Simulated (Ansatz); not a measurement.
Reaction (ligand exchange at the Si–O bond): `[CH3][Al]([OH])[O][SiH3]` + `OBS` → `OBS[SiH3]` + `[CH3][Al]([OH])[OH]`

Isolated molecules relaxed with PBE0-D4/def2-TZVP in Ansatz; ΔE leaves out vibrations. CCSD(T)/CBS is the MP2 limit (def2-TZVPP, def2-QZVPP) plus CCSD(T) − MP2 in def2-TZVPP, frozen cores. DFT in def2-TZVPP. One conformer a species, not always the lowest.

Task: Is it downhill or uphill in electronic energy at CCSD(T)/CBS, and by how much? (An estimate is asked.)

Result: Ansatz gave: Uphill: ΔE = +0.62 eV.

Task: What do these levels give: r2SCANh, r2SCAN0, HF/def2-SVP, MP2/def2-TZVPP, CCSD(T)/def2-TZVPP, HF/CBS(def2)? (An estimate is asked.)

Result: Ansatz gave: r2SCANh 0.61, r2SCAN0 0.63, HF/def2-SVP 0.93, MP2/def2-TZVPP 0.63, CCSD(T)/def2-TZVPP 0.66, HF/CBS(def2) 0.96 eV.

Largest T1 diagnostic among the species: 0.014.

From PBE to PBE0 (25 % exact exchange), in def2-TZVPP and without D4, ΔE moves by +0.07 eV. At CCSD(T), def2-SVP lies +0.10 eV from the extrapolated value and def2-TZVPP +0.04 eV.
